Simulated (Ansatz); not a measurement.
Z-matrix (Å, degrees):
```
C
C 1 1.494
H 1 1.092 2 109.6
H 1 1.092 2 109.3 3 -117.2
H 1 1.087 2 110.0 3 121.5
O 2 1.332 1 113.3 3 58.1
O 2 1.209 1 125.3 3 -122.0
Ge 6 1.809 2 111.9 1 179.9
O 8 1.787 6 108.8 2 -67.1
O 8 1.812 6 94.3 2 173.1
H 8 1.514 6 114.0 2 56.2
C 9 1.339 8 119.4 6 -70.3
C 10 1.326 8 109.3 6 172.2
O 12 1.203 9 122.8 8 3.3
C 12 1.496 9 111.7 8 -176.5
O 13 1.213 10 120.5 8 2.1
C 13 1.491 10 114.1 8 -177.1
H 15 1.091 12 109.8 9 -55.1
H 15 1.087 12 109.9 9 -176.9
H 15 1.092 12 109.1 9 62.2
H 17 1.091 13 110.1 10 -51.5
H 17 1.092 13 108.5 10 65.7
H 17 1.087 13 110.1 10 -173.9
```

Total charge 0; spin multiplicity 1.

(1) List the ωB97M-V/def2-TZVPP orbital energies in eV (the Gaussian-basis code of Ansatz). (An estimate is asked.)

## Answers

(1) Ansatz gave: Occupied: -10868.36, -1364.03, -1211.78, -1211.77, -1211.75, -527.18, -527.14, -527.11, -526.07, -525.98, -525.82, -285.44, -285.38, -285.27, -281.85, -281.84, -281.69, -175.96, -125.25, -125.21, -125.14, -38.20, -38.17, -38.00, -37.95, -37.93, -33.91, -33.61, -33.35, -31.20, -30.98, -30.89, -24.23, -24.01, -23.88, -20.65, -19.28, -18.50, -17.03, -16.80, -16.61, -16.39, -16.32, -16.25, -16.21, -15.94, -15.85, -15.04, -14.22, -14.10, -14.01, -13.92, -13.76, -13.53, -12.83, -12.76, -12.34, -11.85, -11.78, -11.64, -10.80, -10.71, -10.51. Lowest empty: 2.01, 2.26, 2.37, 2.43, 2.75, 2.84, 2.99, 3.58.
